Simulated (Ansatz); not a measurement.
C₈H₁₅ClN₂⁻, that is 1-butyl-3-methylimidazolium chloride with one electron more. Total charge -1; doublet. Geometry PBE-D4/def2-SVP, that of the neutral singlet; atoms count from 1.

```xyz
26

C     1.194    3.358    1.121
C     0.625    1.958    1.353
C     1.573    0.836    0.914
C     1.014   -0.573    1.111
N    -0.212   -0.816    0.355
C    -1.351   -1.465    0.828
C    -2.121   -1.787   -0.255
N    -1.454   -1.329   -1.392
C    -1.731   -1.722   -2.761
C    -0.212   -0.888   -1.015
H     2.143    3.507    1.679
H     0.487    4.147    1.448
H     1.414    3.531    0.047
H     0.378    1.824    2.430
H    -0.339    1.850    0.810
H     1.861    0.973   -0.152
H     2.528    0.899    1.481
H     1.742   -1.344    0.769
H     0.776   -0.752    2.179
H    -1.523   -1.616    1.898
H    -3.098   -2.275   -0.317
H    -1.657   -0.848   -3.439
H    -2.753   -2.136   -2.824
H    -0.976   -2.483   -3.058
H     0.393   -0.231   -1.647
Cl    1.298   -2.619   -1.564
```

The highest occupied level of the charge -1 doublet lies above zero (up to 2.83 eV). By energy differences it is unbound by 1.33 eV (vertical, against the charge 0 singlet, at PBE0-D4/def2-TZVP) and held by the finite basis.

Q: Estimate the Mulliken populations from the PBE0/def2-TZVP orbitals of Ansatz.

A: 
```json
{"atom": "C1", "charge (e)": "-0.25", "spin (α − β)": "-0.11"}
{"atom": "C2", "charge (e)": "-0.19", "spin (α − β)": "0.00"}
{"atom": "C3", "charge (e)": "-0.20", "spin (α − β)": "-0.01"}
{"atom": "C4", "charge (e)": "-0.08", "spin (α − β)": "-0.01"}
{"atom": "N5", "charge (e)": "0.01", "spin (α − β)": "0.06"}
{"atom": "C6", "charge (e)": "-0.16", "spin (α − β)": "0.00"}
{"atom": "C7", "charge (e)": "-0.16", "spin (α − β)": "-0.01"}
{"atom": "N8", "charge (e)": "0.01", "spin (α − β)": "0.04"}
{"atom": "C9", "charge (e)": "-0.27", "spin (α − β)": "-0.02"}
{"atom": "C10", "charge (e)": "0.05", "spin (α − β)": "0.42"}
{"atom": "H11", "charge (e)": "0.06", "spin (α − β)": "0.03"}
{"atom": "H12", "charge (e)": "0.08", "spin (α − β)": "0.02"}
{"atom": "H13", "charge (e)": "0.05", "spin (α − β)": "0.07"}
{"atom": "H14", "charge (e)": "0.05", "spin (α − β)": "0.02"}
{"atom": "H15", "charge (e)": "0.10", "spin (α − β)": "0.04"}
{"atom": "H16", "charge (e)": "0.09", "spin (α − β)": "0.04"}
{"atom": "H17", "charge (e)": "0.07", "spin (α − β)": "0.00"}
{"atom": "H18", "charge (e)": "0.11", "spin (α − β)": "0.02"}
{"atom": "H19", "charge (e)": "0.07", "spin (α − β)": "0.00"}
{"atom": "H20", "charge (e)": "0.09", "spin (α − β)": "0.00"}
{"atom": "H21", "charge (e)": "0.08", "spin (α − β)": "0.02"}
{"atom": "H22", "charge (e)": "0.05", "spin (α − β)": "0.07"}
{"atom": "H23", "charge (e)": "0.08", "spin (α − β)": "0.00"}
{"atom": "H24", "charge (e)": "0.14", "spin (α − β)": "0.01"}
{"atom": "H25", "charge (e)": "-0.11", "spin (α − β)": "0.21"}
{"atom": "Cl26", "charge (e)": "-0.76", "spin (α − β)": "0.09"}
```
Mulliken values depend strongly on the basis.

Q: Where does the spin sit?

A: Summed by element: C 0.28, N 0.10, H 0.54, Cl 0.09, of 1 unpaired in all. Largest on single atoms: C10 0.42, H25 0.21, C1 -0.11.

Q: And the Mayer bond orders between heavy atoms (over 0.3)?

A: C1–C2 1.00 (1.53 Å); C2–C3 1.01 (1.53 Å); C3–C4 1.01 (1.53 Å); C4–N5 0.93 (1.46 Å); N5–C6 1.10 (1.39 Å); N5–C10 1.10 (1.37 Å); C6–C7 1.76 (1.37 Å); C7–N8 1.11 (1.40 Å); N8–C9 0.98 (1.45 Å); N8–C10 1.11 (1.37 Å).
